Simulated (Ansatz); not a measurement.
Harmonic vibrations of `[CH3][In-]([CH3])([SH2+])[Cl]` by finite differences.

```yaml
crystal:
  periodic: [false, false, false]
  atoms:
    - {symbol: C, position_ang: [-1.720253, 0.832523, -1.235408]}
    - {symbol: In, position_ang: [0.139869, 0.109191, -0.463401]}
    - {symbol: C, position_ang: [1.170796, -1.757906, -0.264017]}
    - {symbol: S, position_ang: [-0.357046, 0.606607, 2.339260]}
    - {symbol: Cl, position_ang: [1.720027, 1.928763, -0.318766]}
    - {symbol: H, position_ang: [-2.551768, 0.210085, -0.903048]}
    - {symbol: H, position_ang: [-1.872380, 1.856844, -0.895180]}
    - {symbol: H, position_ang: [-1.693968, 0.829047, -2.326211]}
    - {symbol: H, position_ang: [1.479170, -2.119663, -1.246149]}
    - {symbol: H, position_ang: [2.062638, -1.609162, 0.345020]}
    - {symbol: H, position_ang: [0.532541, -2.512203, 0.198176]}
    - {symbol: H, position_ang: [0.718911, -0.102421, 2.719398]}
    - {symbol: H, position_ang: [0.391763, 1.693595, 2.065125]}
basis:
  gaussian: {orbitals: def2-TZVP}
hamiltonian: {xc: pbe0, dispersion: d4}
phonons: {temperatures: {t_min: 298.15, t_max: 900, t_step: 200}}
```

```sh
$ ansatz run in.yaml --threads 4 --pin off --events-out ev --progress --plain --max-ram 11315MiB
```

It prints (some lines left out):

```
Functional definition: PBE0
mean field -30729.20324207 eV, -1129.2773901440 hartree, gradient 3.2e-5 eV, S^2 0.000000; 0 other end points of the search recorded, 0 dependent functions left out
mean field -30729.20308665 eV, -1129.2773844325 hartree, gradient 9.5e-7 eV, S^2 0.000000; 0 other end points of the search recorded, 0 dependent functions left out
mean field -30729.20317916 eV, -1129.2773878320 hartree, gradient 9.8e-7 eV, S^2 0.000000; 0 other end points of the search recorded, 0 dependent functions left out
mean field -30729.20309948 eV, -1129.2773849041 hartree, gradient 9.9e-7 eV, S^2 0.000000; 0 other end points of the search recorded, 0 dependent functions left out
mean field -30729.20308661 eV, -1129.2773844310 hartree, gradient 9.5e-7 eV, S^2 0.000000; 0 other end points of the search recorded, 0 dependent functions left out
mean field -30729.20306487 eV, -1129.2773836320 hartree, gradient 9.6e-7 eV, S^2 0.000000; 0 other end points of the search recorded, 0 dependent functions left out
mean field -30729.20312853 eV, -1129.2773859715 hartree, gradient 9.5e-7 eV, S^2 0.000000; 0 other end points of the search recorded, 0 dependent functions left out
mean field -30729.20318713 eV, -1129.2773881249 hartree, gradient 1.0e-6 eV, S^2 0.000000; 0 other end points of the search recorded, 0 dependent functions left out
mean field -30729.20318330 eV, -1129.2773879841 hartree, gradient 9.5e-7 eV, S^2 0.000000; 0 other end points of the search recorded, 0 dependent functions left out
mean field -30729.20318567 eV, -1129.2773880713 hartree, gradient 9.5e-7 eV, S^2 0.000000; 0 other end points of the search recorded, 0 dependent functions left out
mean field -30729.20318747 eV, -1129.2773881376 hartree, gradient 1.0e-6 eV, S^2 0.000000; 0 other end points of the search recorded, 0 dependent functions left out
mean field -30729.20320330 eV, -1129.2773887192 hartree, gradient 9.7e-7 eV, S^2 0.000000; 0 other end points of the search recorded, 0 dependent functions left out
mean field -30729.20323744 eV, -1129.2773899740 hartree, gradient 9.5e-7 eV, S^2 0.000000; 0 other end points of the search recorded, 0 dependent functions left out
mean field -30729.20312215 eV, -1129.2773857370 hartree, gradient 9.6e-7 eV, S^2 0.000000; 0 other end points of the search recorded, 0 dependent functions left out
mean field -30729.20308055 eV, -1129.2773842083 hartree, gradient 9.7e-7 eV, S^2 0.000000; 0 other end points of the search recorded, 0 dependent functions left out
mean field -30729.20308164 eV, -1129.2773842482 hartree, gradient 9.8e-7 eV, S^2 0.000000; 0 other end points of the search recorded, 0 dependent functions left out
mean field -30729.20318450 eV, -1129.2773880284 hartree, gradient 9.5e-7 eV, S^2 0.000000; 0 other end points of the search recorded, 0 dependent functions left out
mean field -30729.20307352 eV, -1129.2773839499 hartree, gradient 9.5e-7 eV, S^2 0.000000; 0 other end points of the search recorded, 0 dependent functions left out
mean field -30729.20310423 eV, -1129.2773850786 hartree, gradient 9.9e-7 eV, S^2 0.000000; 0 other end points of the search recorded, 0 dependent functions left out
mean field -30729.20313725 eV, -1129.2773862919 hartree, gradient 9.5e-7 eV, S^2 0.000000; 0 other end points of the search recorded, 0 dependent functions left out
mean field -30729.20316499 eV, -1129.2773873115 hartree, gradient 9.7e-7 eV, S^2 0.000000; 0 other end points of the search recorded, 0 dependent functions left out
mean field -30729.20317078 eV, -1129.2773875242 hartree, gradient 9.6e-7 eV, S^2 0.000000; 0 other end points of the search recorded, 0 dependent functions left out
mean field -30729.20315762 eV, -1129.2773870406 hartree, gradient 9.6e-7 eV, S^2 0.000000; 0 other end points of the search recorded, 0 dependent functions left out
mean field -30729.20331490 eV, -1129.2773928205 hartree, gradient 9.6e-7 eV, S^2 0.000000; 0 other end points of the search recorded, 0 dependent functions left out
mean field -30729.20313484 eV, -1129.2773862035 hartree, gradient 9.6e-7 eV, S^2 0.000000; 0 other end points of the search recorded, 0 dependent functions left out
mean field -30729.20328398 eV, -1129.2773916840 hartree, gradient 9.5e-7 eV, S^2 0.000000; 0 other end points of the search recorded, 0 dependent functions left out
mean field -30729.20317036 eV, -1129.2773875088 hartree, gradient 9.7e-7 eV, S^2 0.000000; 0 other end points of the search recorded, 0 dependent functions left out
mean field -30729.20328119 eV, -1129.2773915815 hartree, gradient 9.7e-7 eV, S^2 0.000000; 0 other end points of the search recorded, 0 dependent functions left out
mean field -30729.20316666 eV, -1129.2773873727 hartree, gradient 9.5e-7 eV, S^2 0.000000; 0 other end points of the search recorded, 0 dependent functions left out
mean field -30729.20321870 eV, -1129.2773892850 hartree, gradient 9.6e-7 eV, S^2 0.000000; 0 other end points of the search recorded, 0 dependent functions left out
mean field -30729.20326149 eV, -1129.2773908575 hartree, gradient 9.7e-7 eV, S^2 0.000000; 0 other end points of the search recorded, 0 dependent functions left out
mean field -30729.20316790 eV, -1129.2773874182 hartree, gradient 9.5e-7 eV, S^2 0.000000; 0 other end points of the search recorded, 0 dependent functions left out
mean field -30729.20318752 eV, -1129.2773881392 hartree, gradient 9.7e-7 eV, S^2 0.000000; 0 other end points of the search recorded, 0 dependent functions left out
mean field -30729.20320145 eV, -1129.2773886513 hartree, gradient 9.5e-7 eV, S^2 0.000000; 0 other end points of the search recorded, 0 dependent functions left out
[...]
mean field -30729.20322818 eV, -1129.2773896337 hartree, gradient 9.7e-7 eV, S^2 0.000000; 0 other end points of the search recorded, 0 dependent functions left out
mean field -30729.20313292 eV, -1129.2773861330 hartree, gradient 9.4e-7 eV, S^2 0.000000; 0 other end points of the search recorded, 0 dependent functions left out
mean field -30729.20314158 eV, -1129.2773864510 hartree, gradient 9.8e-7 eV, S^2 0.000000; 0 other end points of the search recorded, 0 dependent functions left out
mean field -30729.20322476 eV, -1129.2773895080 hartree, gradient 8.6e-7 eV, S^2 0.000000; 0 other end points of the search recorded, 0 dependent functions left out
mean field -30729.20322031 eV, -1129.2773893443 hartree, gradient 9.7e-7 eV, S^2 0.000000; 0 other end points of the search recorded, 0 dependent functions left out
mean field -30729.20321358 eV, -1129.2773890970 hartree, gradient 9.7e-7 eV, S^2 0.000000; 0 other end points of the search recorded, 0 dependent functions left out
mean field -30729.20322902 eV, -1129.2773896646 hartree, gradient 1.2e-6 eV, S^2 0.000000; 0 other end points of the search recorded, 0 dependent functions left out
mean field -30729.20314836 eV, -1129.2773867003 hartree, gradient 9.9e-7 eV, S^2 0.000000; 0 other end points of the search recorded, 0 dependent functions left out
mean field -30729.20316013 eV, -1129.2773871326 hartree, gradient 9.5e-7 eV, S^2 0.000000; 0 other end points of the search recorded, 0 dependent functions left out
mean field -30729.20317782 eV, -1129.2773877829 hartree, gradient 9.5e-7 eV, S^2 0.000000; 0 other end points of the search recorded, 0 dependent functions left out
mean field -30729.20315775 eV, -1129.2773870453 hartree, gradient 9.8e-7 eV, S^2 0.000000; 0 other end points of the search recorded, 0 dependent functions left out
mean field -30729.20321824 eV, -1129.2773892683 hartree, gradient 9.5e-7 eV, S^2 0.000000; 0 other end points of the search recorded, 0 dependent functions left out
mean field -30729.20324080 eV, -1129.2773900973 hartree, gradient 1.3e-6 eV, S^2 0.000000; 0 other end points of the search recorded, 0 dependent functions left out
mean field -30729.20319906 eV, -1129.2773885636 hartree, gradient 9.5e-7 eV, S^2 0.000000; 0 other end points of the search recorded, 0 dependent functions left out
mean field -30729.20320055 eV, -1129.2773886182 hartree, gradient 9.7e-7 eV, S^2 0.000000; 0 other end points of the search recorded, 0 dependent functions left out
mean field -30729.20319916 eV, -1129.2773885669 hartree, gradient 9.8e-7 eV, S^2 0.000000; 0 other end points of the search recorded, 0 dependent functions left out
mean field -30729.20319683 eV, -1129.2773884814 hartree, gradient 9.5e-7 eV, S^2 0.000000; 0 other end points of the search recorded, 0 dependent functions left out
mean field -30729.20317402 eV, -1129.2773876432 hartree, gradient 9.8e-7 eV, S^2 0.000000; 0 other end points of the search recorded, 0 dependent functions left out
mean field -30729.20320084 eV, -1129.2773886287 hartree, gradient 9.5e-7 eV, S^2 0.000000; 0 other end points of the search recorded, 0 dependent functions left out
mean field -30729.20321199 eV, -1129.2773890386 hartree, gradient 1.3e-6 eV, S^2 0.000000; 0 other end points of the search recorded, 0 dependent functions left out
mean field -30729.20321278 eV, -1129.2773890677 hartree, gradient 9.7e-7 eV, S^2 0.000000; 0 other end points of the search recorded, 0 dependent functions left out
mean field -30729.20317980 eV, -1129.2773878557 hartree, gradient 9.5e-7 eV, S^2 0.000000; 0 other end points of the search recorded, 0 dependent functions left out
mean field -30729.20319423 eV, -1129.2773883858 hartree, gradient 9.7e-7 eV, S^2 0.000000; 0 other end points of the search recorded, 0 dependent functions left out
mean field -30729.20321496 eV, -1129.2773891479 hartree, gradient 9.7e-7 eV, S^2 0.000000; 0 other end points of the search recorded, 0 dependent functions left out
mean field -30729.20321093 eV, -1129.2773889996 hartree, gradient 9.5e-7 eV, S^2 0.000000; 0 other end points of the search recorded, 0 dependent functions left out
mean field -30729.20324691 eV, -1129.2773903217 hartree, gradient 9.6e-7 eV, S^2 0.000000; 0 other end points of the search recorded, 0 dependent functions left out
mean field -30729.20322037 eV, -1129.2773893466 hartree, gradient 9.6e-7 eV, S^2 0.000000; 0 other end points of the search recorded, 0 dependent functions left out
mean field -30729.20321340 eV, -1129.2773890902 hartree, gradient 9.7e-7 eV, S^2 0.000000; 0 other end points of the search recorded, 0 dependent functions left out
mean field -30729.20321234 eV, -1129.2773890516 hartree, gradient 9.5e-7 eV, S^2 0.000000; 0 other end points of the search recorded, 0 dependent functions left out
mean field -30729.20319364 eV, -1129.2773883644 hartree, gradient 9.6e-7 eV, S^2 0.000000; 0 other end points of the search recorded, 0 dependent functions left out
mean field -30729.20317862 eV, -1129.2773878122 hartree, gradient 9.6e-7 eV, S^2 0.000000; 0 other end points of the search recorded, 0 dependent functions left out
mean field -30729.20324755 eV, -1129.2773903455 hartree, gradient 9.6e-7 eV, S^2 0.000000; 0 other end points of the search recorded, 0 dependent functions left out
mean field -30729.20322627 eV, -1129.2773895635 hartree, gradient 9.6e-7 eV, S^2 0.000000; 0 other end points of the search recorded, 0 dependent functions left out
Total energy: -30729.47582601 eV, -1129.2874074191 hartree
Atom 0 at    -1.720253     0.832523    -1.235408 Å, force    -0.000388    -0.000962     0.000623 eV/Å
Atom 1 at     0.139869     0.109191    -0.463401 Å, force     0.000440     0.000356    -0.000834 eV/Å
Atom 2 at     1.170796    -1.757906    -0.264017 Å, force    -0.000682     0.000310    -0.001210 eV/Å
Atom 3 at    -0.357046     0.606607     2.339260 Å, force    -0.000367    -0.002143     0.000931 eV/Å
Atom 4 at     1.720027     1.928763    -0.318766 Å, force     0.000353     0.000167     0.000182 eV/Å
Atom 5 at    -2.551768     0.210085    -0.903048 Å, force    -0.000618     0.000374    -0.000147 eV/Å
Atom 6 at    -1.872380     1.856844    -0.895180 Å, force    -0.000442    -0.000045    -0.000129 eV/Å
Atom 7 at    -1.693968     0.829047    -2.326211 Å, force     0.000921     0.000194     0.000250 eV/Å
Atom 8 at     1.479170    -2.119663    -1.246149 Å, force    -0.000183     0.000062    -0.001672 eV/Å
Atom 9 at     2.062638    -1.609162     0.345020 Å, force     0.002064     0.000567     0.001631 eV/Å
Atom 10 at     0.532541    -2.512203     0.198176 Å, force    -0.001234    -0.001191     0.001527 eV/Å
Atom 11 at     0.718911    -0.102421     2.719398 Å, force    -0.001137     0.000560    -0.000894 eV/Å
Atom 12 at     0.391763     1.693595     2.065125 Å, force     0.001273     0.001750    -0.000259 eV/Å
Dipole moment:    -0.391020    -0.507086     0.376415 e Å
Vibrations: 55.14 62.04 67.98 78.44 88.61 105.34 109.62 120.87 135.63 306.15 372.98 385.84 491.64 536.97 680.71 699.27 725.33 746.38 1193.24 1196.01 1200.90 1447.12 1450.11 1450.74 1454.95 2670.67 2721.58 3061.46 3063.25 3152.97 3154.94 3162.31 3164.65 cm⁻¹, zero-point energy 2.437147 eV
```

Run time 6.7 min (4 threads of an Arm Neoverse V1 on a shared host); peak host memory 0.86 GiB.
